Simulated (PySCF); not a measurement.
# SMILES FB(c1[o+]ccc(O)c1)F, [C₅H₄BF₂O₂]+, charge +1

Molfile (atoms numbered from 1):
```
C5H4BF2O2
     RDKit          3D

 14 14  0  0  0  0  0  0  0  0999 V2000
   -2.4037   -1.1551    0.2205 O   0  0  0  0  0  0  0  0  0  0  0  0
   -1.3534   -0.4020    0.1149 C   0  0  0  0  0  0  0  0  0  0  0  0
   -1.5214    1.0045    0.0719 C   0  0  0  0  0  0  0  0  0  0  0  0
   -0.4110    1.7914   -0.0404 C   0  0  0  0  0  0  0  0  0  0  0  0
    0.8076    1.3069   -0.1118 O   0  0  0  0  0  0  0  0  0  0  0  0
    1.0249   -0.0026   -0.0769 C   0  0  0  0  0  0  0  0  0  0  0  0
    2.5525   -0.4889   -0.1726 B   0  0  0  0  0  0  0  0  0  0  0  0
    3.5280    0.3520   -0.2784 F   0  0  0  0  0  0  0  0  0  0  0  0
    2.8096   -1.7619   -0.1417 F   0  0  0  0  0  0  0  0  0  0  0  0
   -0.0245   -0.8860    0.0356 C   0  0  0  0  0  0  0  0  0  0  0  0
   -2.2346   -2.1124    0.2462 H   0  0  0  0  0  0  0  0  0  0  0  0
   -2.5132    1.4254    0.1282 H   0  0  0  0  0  0  0  0  0  0  0  0
   -0.4476    2.8736   -0.0801 H   0  0  0  0  0  0  0  0  0  0  0  0
    0.1860   -1.9454    0.0624 H   0  0  0  0  0  0  0  0  0  0  0  0
  1  2  1  0
  2  3  2  0
  3  4  1  0
  4  5  2  0
  5  6  1  0
  6  7  1  0
  7  8  1  0
  7  9  1  0
  6 10  2  0
 10  2  1  0
  1 11  1  0
  3 12  1  0
  4 13  1  0
 10 14  1  0
M  CHG  1   5   1
M  END
```

Computed with quadratic response CAM-B3LYP/def2-SVPD first hyperpolarisability, Taylor convention, gas phase in PySCF. Geometry: GFN2-xTB.

(1) Give β for the processes computed.

(2) Which lowest excitations and polarisabilities go with it?

## Answers

(1) In au, Taylor convention; the vector part is βᵢ = ⅓ Σⱼ (βᵢⱼⱼ + βⱼᵢⱼ + βⱼⱼᵢ):
```tsv
process	λ (nm)	β vector norm	β HRS	depolarisation ratio
static β(0;0,0)	∞	117.1	59.8	3.06
second harmonic β(−2ω;ω,ω)	800	184.9	92.4	3.37
Pockels β(−ω;ω,0)	800	135.0	–	–
second harmonic β(−2ω;ω,ω)	488	672.4	386.8	2.62
Pockels β(−ω;ω,0)	488	175.2	–	–
```

(2) S1 5.48 eV (f = 0.135); S2 5.65 eV (f = 0.118); S3 6.31 eV (f = 0.003); isotropic α 71.7 au static, 73.2 au at 800 nm, 76.1 au at 488 nm, 78.9 au at 400 nm, 121.0 au at 244 nm.
